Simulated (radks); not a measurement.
All-electron atom: the neodymium ion Nd2+ in [Kr] 4d10 4f4 5s2 5p5.5 5d0.5 (fractional occupations, a model configuration). Method: Dirac Kohn-Sham, LDA (Slater exchange, Perdew-Wang correlation), spin-unpolarised, spherical densities, finite nucleus; open shells are shared between the two j in proportion to 2j + 1; Fermi nuclear charge, rms radius 4.9123 fm; computed with a radial shooting solver on a logarithmic mesh with Libxc functionals.

Normalised radial functions P(r) = r R(r) (large component), r in bohr:

```
   r/bohr * 5p1/2, o 5d3/2, + 6p1/2 (the largest magnitude, 0.892, reaches the edge; | marks zero, & curves that meet)
 0.003903                             &
 0.005289                             &*
 0.007226                             &*
 0.009793                             o&
  0.01338                             o+*
  0.01813                             o+ *
  0.02477                             o + *
  0.03357                             |o+   *
   0.0455                             |o +  *
  0.06216                             | &   *
  0.08424                             |+ *o
   0.1151                          * +|    o
    0.156                     *    +  |     o
   0.2114                    *     +  |   o
   0.2888                            &+
   0.3914                       o     |   +      *
   0.5347                    o        |    +        *
   0.7246                        o    + *
   0.9821             *        +      |   o
    1.342  *                 +        |             o
    1.818     *                    +  |                   o
    2.484                *            |       +           o
    3.367                        *    |             o +
    4.599                            *|      o        +
    6.233                             * o      +
    8.448                             &  +
    11.54                             &
```

5p1/2: eigenvalue -38.330 eV, 3 radial nodes at r = 0.0981, 0.294, 0.747 bohr, <r> = 1.64 bohr, 90 % of the charge inside 2.40 bohr. 5d3/2: eigenvalue -14.535 eV, 2 radial nodes at r = 0.281, 0.871 bohr, <r> = 2.52 bohr, 90 % of the charge inside 3.84 bohr. 6p1/2 (empty): eigenvalue -10.299 eV, 4 radial nodes at r = 0.0980, 0.293, 0.730, 1.97 bohr, <r> = 4.24 bohr, 90 % of the charge inside 6.07 bohr.
